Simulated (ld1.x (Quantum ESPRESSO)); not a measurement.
## Ranking PAW potentials for chlorine (Cl)

All share these settings but for the change named:

```json
{
  "Element": "chlorine (Cl)",
  "Generator": "ld1.x (Quantum ESPRESSO) 7.5",
  "Type": "PAW",
  "Functional": "PBE",
  "Relativity": "non-relativistic",
  "Frozen core": "[Ne]",
  "Valence charge": "7",
  "Reference configuration": "3s2 3p5",
  "Partial waves": "3s (bound): rcut 1.05, rcutus 1.20 bohr; 3s channel at 1.4 Ry: rcut 1.05, rcutus 1.20 bohr; 3p (bound): rcut 1.35, rcutus 1.60 bohr; 3p channel at 0.05 Ry: rcut 1.35, rcutus 1.60 bohr; 3d channel at -0.1 Ry: rcut 1.05, rcutus 1.15 bohr; 3d channel at 1.75 Ry: rcut 1.05, rcutus 1.15 bohr",
  "Local potential": "all-electron potential smoothed inside 1.45 bohr (lloc = -1)",
  "Core correction": "Bessel-smoothed model core inside 0.70 bohr",
  "Augmentation charge": "PSQ, inside the norm-conserving radii"
}
```

Test errors are all-electron minus pseudo excitation energies from the reference, over 3s2 3p4; 3s2 3p3; 3s2 3p2; 3s1 3p6; 3s2 3p4.5; 3s2 3p5.3; 3s2 3p1. None of these files shows a bound ghost.

The base gives 73.7 meV.

Of 10 variants that were run, those that failed, showed a ghost or another fault, or gave nearly equal values are left out.

A variant can come out equal or close to the base, since the largest error may sit in a test that the change hardly touches while other tests move.

Task: Rank these variants by their largest absolute test error, smallest first.
A. type ultrasoft; waves now 3s (bound): rcut 1.05, rcutus 1.20 bohr; 3s channel at 1.4 Ry: rcut 1.05, rcutus 1.20 bohr; 3p (bound): rcut 1.35, rcutus 1.60 bohr; 3p channel at 0.05 Ry: rcut 1.35, rcutus 1.60 bohr; 3d channel at -0.1 Ry: rc 1.15 bohr; local potential the d channel; augmentation built from norm-conserving waves at rcut, not smoothed further
B. waves 3d channel at -0.1 Ry: rcut 1.05, rcutus 1.66 bohr; 3d channel at 1.75 Ry: rcut 1.05, rcutus 1.66 bohr
C. all radii but the core radius scaled by about 1.28 (s 1.54, p 2.04, d 1.48 bohr, rcut 1.34/1.72/1.34); local potential all-electron potential smoothed inside 1.86 bohr (lloc = -1)
D. functional LDA (PZ)

Result: C (62.8 meV), B (73.7 meV), D (86.2 meV), A (140.6 meV).
